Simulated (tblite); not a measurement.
Species: C5H8ClFSi2.
Cartesian coordinates in Å at the GFN2-xTB level; atoms count from 1:
```xyz
17
C5H8ClFSi2 angstrom
C      3.468    0.677   -0.353
C      2.390    0.633    0.178
Si     0.720    0.618    0.988
Cl     0.990    0.983    2.961
Si    -1.009    1.574   -0.231
C     -1.801   -0.125   -0.625
C     -0.730   -1.221   -0.602
C      0.071   -1.197    0.696
F     -0.766   -1.571    1.743
H      4.414    0.704   -0.813
H     -0.560    2.228   -1.466
H     -1.961    2.459    0.445
H     -2.552   -0.364    0.131
H     -2.314   -0.141   -1.587
H     -1.199   -2.202   -0.720
H     -0.027   -1.081   -1.427
H      0.858   -1.960    0.672
```

Method: GFN2-xTB as coded in tblite; computed harmonic values from a numerical Hessian at the method's own geometry, unscaled. Against measured fundamentals such values can be off by several per cent, at times by over 20. Modes of hydrogen on silicon can be 10 to 20 % off. One conformer, not necessarily the lowest.

Harmonic wavenumbers (cm⁻¹): 47.4, 70.6, 80.3, 111.2, 118.5, 174.1, 231.7, 264.0, 280.2, 306.4, 352.1, 388.0, 408.1, 502.6, 522.6, 572.2, 621.1, 654.8, 676.2, 682.9, 684.5, 688.3, 780.6, 790.9, 894.1, 952.9, 1003.0, 1093.9, 1111.5, 1147.3, 1224.5, 1280.6, 1290.1, 1328.8, 1475.1, 1484.2, 2196.1, 2209.7, 2239.5, 2915.6, 2953.3, 2971.0, 2978.6, 2997.5, 3354.0.

A = 1128, B = 811.3, C = 721.9 MHz; mass 177.984 u (most abundant isotopes); point group C1, symmetry number 1.

Q: Zero-point energy?

A: ½Σν̃ = 24555 cm⁻¹ = 70.21 kcal/mol.

Q: Entropy at 400 K, 1 bar (ideal gas, RRHO, classical rotation)?

A: Translation 42.92, rotation 31.44, vibration 48.10: S = 122.5 cal/(mol K).

Q: And Cp and H(400 K) − H(0)?

A: Cp = 52.93 cal/(mol K), of which vibrations give 44.98 (their classical limit is 45 R = 89.4); H(400 K) − H(0) = 13.01 kcal/mol without the zero-point energy, 9.83 from vibrations.

Q: Blend soft modes into free rotors: weight 1/[1 + (100 cm⁻¹/ν̃)⁴] for the oscillator and the rest for a rotor with moment μB/(μ + B), μ = h/(8π²ν), B = 10⁻⁴⁴ kg m². What vibrational entropy results?

A: 44.23 cal/(mol K) in place of 48.10, which changes −T·S at 400 K by +1.55 kcal/mol.

Q: Which modes carry the vibrational entropy at 400 K?

A: 47.4 cm⁻¹: 5.51; 70.6 cm⁻¹: 4.72; 80.3 cm⁻¹: 4.46; 111.2 cm⁻¹: 3.82; 118.5 cm⁻¹: 3.70; 174.1 cm⁻¹: 2.95 cal/(mol K); the other 39 give 22.94 together.

Hindered rotation and anharmonicity are outside this model. Other conformers, if any are populated, would add a mixing term that is left out. The structure is chiral; the term R ln 2 for an equal mix with its mirror image is left out.

The run took 4.9 s wall, 3.1 s CPU on an Intel Xeon at 2.50 GHz with one thread, shared host with 64 logical CPUs at a one-minute load of 55. The figure is for the frequency step alone.
